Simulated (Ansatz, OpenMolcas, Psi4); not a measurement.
# Exact exchange and the electronic atomisation energy of CSeO (carbonyl selenide)

The species is CSeO (3 atoms), meant as a singlet with charge 0. SMILES: `O=C=[Se]`. The shape is that of a PBE0-D4/def2-TZVP optimisation.

The electronic atomisation energy y, in eV, basis def2-TZVP; a is the functional's share of exact exchange. Programs: Ansatz 0.2.0, OpenMolcas 26.06, Psi4 1.11.

```
functional     program     a  y (eV)
      TPSS  OpenMolcas     0   13.81
       PBE      Ansatz     0   14.65
     B3LYP      Ansatz   0.2       ?
      PBE0      Ansatz  0.25   13.72
     BHLYP        Psi4   0.5   12.37
```

Q: Fit y = c + s·a to the known rows and predict B3LYP.

A: 
1. Means of the 4 rows: a = 0.1875, y = 13.637.
2. Σ(Δa)² = 0.17188, Σ(Δa·Δy) = -0.61313, so the slope is -0.61313/0.17188 = -3.5672.
3. Intercept: 13.637 − (-3.5672) × 0.1875 = 14.306. The largest residual of the fit is 0.50.
4. B3LYP: 14.306 + (-3.5672) × 0.2 = 13.59 eV.

The run gave 13.53 eV, so the prediction is off by +0.06 eV, within the largest residual. The rows mix families of semi-local functionals, which the line can't see.
